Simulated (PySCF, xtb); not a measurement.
CH₆ClFSi₃, SMILES F[Si@]1(Cl)C[SiH2][SiH2]1.

Harmonic wavenumbers (cm⁻¹) from GFN2-xTB (xtb) at its own minimum, in rising order: 43, 90, 149, 168, 193, 282, 302, 367, 389, 409, 440, 500, 507, 567, 622, 640, 681, 716, 772, 794, 816, 962, 1115, 1465, 2182, 2196, 2203, 2213, 2988, 3002.

Task: What does PBE0-D3(BJ)/def2-SVP (PySCF 2.14.0) give at its own minimum? (The exact figures need the calculation; the answer reports its results.)

Result: 53, 111, 172, 193, 234, 281, 331, 391, 422, 448, 532, 568, 618, 641, 673, 680, 709, 798, 886, 896, 920, 950, 998, 1350, 2221, 2228, 2240, 2249, 3080, 3164. Paired by order, the mean absolute difference is 58 cm⁻¹ and the zero-point energies are 39.7 and 41.5 kcal/mol.
